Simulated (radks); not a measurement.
Values are calculated unless marked as measured or tabulated.
Task: Successive ionisation energies (eV) of one element, from differences of total energies of ions in their ground configurations, starting at charge 0: 4.928, 9.813, 36.647, 47.380, 58.184, 74.407, 86.743, 98.974, 130.58, 146.67, 243.90, 270.74, 298.14. Code: a radial shooting solver on a logarithmic mesh with Libxc functionals. Model: scalar-relativistic Kohn-Sham, r2SCAN, spin-polarised, spherical densities, finite nucleus; open shells are filled with parallel spins first (spin-orbit coupling, left out, can overturn this in heavy ions); meta-GGA in the generalised Kohn-Sham scheme; Fermi nuclear charge, rms radius 4.8378 fm. Which element is it?

Result: Barium (Z = 56). The first species listed is Ba in [Xe] 6s2, the last Ba12+ in [Kr] 4d8.
